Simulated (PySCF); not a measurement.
Computed shifts of a molecule C5H7F, B3LYP/pcSseg-1 in PySCF, GIAO, gas phase, atoms alike by connectivity averaged where their shifts nearly agree, in ppm (number of nuclei): ¹³C: 91.3 (1), 83.0 (1), 77.3 (1), 30.7 (1), 22.7 (1). ¹⁹F: -205.4 (1). ¹H: 4.75 (1), 3.13 (1), 2.33 (1), 2.15 (1), 1.74 (3). References: ¹³C against TMS (σ = 181.3 ppm); ¹⁹F against CFCl3 (σ = 161.7 ppm); ¹H against TMS (σ = 31.68 ppm), references at their B3LYP-D3(BJ)/def2-TZVP geometries, non-relativistic. Geometry optimised at PBE0-D3(BJ)/def2-SVP. Other conformers were not sampled.

Q: Pick the molecule that these values belong to.
A) C=C/C(C)=C\F
B) C#CC[C@@H](C)F
C) CC=C=C(C)F
D) C=C/C=C(/C)F

A: B, C#CC[C@@H](C)F
